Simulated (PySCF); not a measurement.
# Electron correlation in Zn³⁺ (zinc, charge +3)

[Ar] 3d9, 2D determinant. Calculation: PySCF 2.14, in def2-TZVPPD; the non-relativistic Hamiltonian (point nucleus). Frozen: [Ne]; 17 electrons correlated.

| level | correlation energy (mhartree) |
| --- | --- |
| CCSD | -581.05 |
| (T) | -7.33 |
| CCSD(T) | -588.38 |

Diagnostics: T1 = 0.0055, D1 = 0.0107, largest double amplitude 0.013.

Cost of the coupled-cluster step: roughly 40 core-seconds, for 17 correlated electrons.

Iterations:

```
CC2 = 0
CCSD nocc = (np.int64(9), np.int64(8)), nmo = (62, 62)
frozen orbitals [[0, 1, 2, 3, 4], [0, 1, 2, 3, 4]]
max_cycle = 100
direct = 0
conv_tol = 1e-08
conv_tol_normt = 1e-06
diis_space = 8
diis_start_cycle = 0
Init t2, MP2 energy = -0.614550463464589
Init E_corr(UCCSD) = -0.614550463465053
cycle = 1  E_corr(UCCSD) = -0.567561119051847  dE = 0.0469893444  norm(t1,t2) = 0.0557846
cycle = 2  E_corr(UCCSD) = -0.583314827953356  dE = -0.0157537089  norm(t1,t2) = 0.0171722
cycle = 3  E_corr(UCCSD) = -0.580937564706681  dE = 0.00237726325  norm(t1,t2) = 0.0071018
cycle = 4  E_corr(UCCSD) = -0.580965131686838  dE = -2.75669802e-05  norm(t1,t2) = 0.00109914
cycle = 5  E_corr(UCCSD) = -0.58107521490754  dE = -0.000110083221  norm(t1,t2) = 0.000361733
cycle = 6  E_corr(UCCSD) = -0.581056234235551  dE = 1.8980672e-05  norm(t1,t2) = 0.000137676
cycle = 7  E_corr(UCCSD) = -0.581047777187999  dE = 8.45704755e-06  norm(t1,t2) = 4.36701e-05
cycle = 8  E_corr(UCCSD) = -0.581052080153498  dE = -4.3029655e-06  norm(t1,t2) = 1.694e-05
cycle = 9  E_corr(UCCSD) = -0.581051625942459  dE = 4.54211038e-07  norm(t1,t2) = 3.77953e-06
cycle = 10  E_corr(UCCSD) = -0.581051513664198  dE = 1.12278261e-07  norm(t1,t2) = 1.1303e-06
cycle = 11  E_corr(UCCSD) = -0.58105157249218  dE = -5.8827982e-08  norm(t1,t2) = 4.31842e-07
cycle = 12  E_corr(UCCSD) = -0.581051566478907  dE = 6.01327343e-09  norm(t1,t2) = 1.64266e-07
UCCSD converged
E(UCCSD) = -1776.126117882947  E_corr = -0.5810515664789068
UCCSD(T) correction = -0.00733204932546427
```

This basis was not built for core-valence correlation, so the inner-shell part is incomplete.
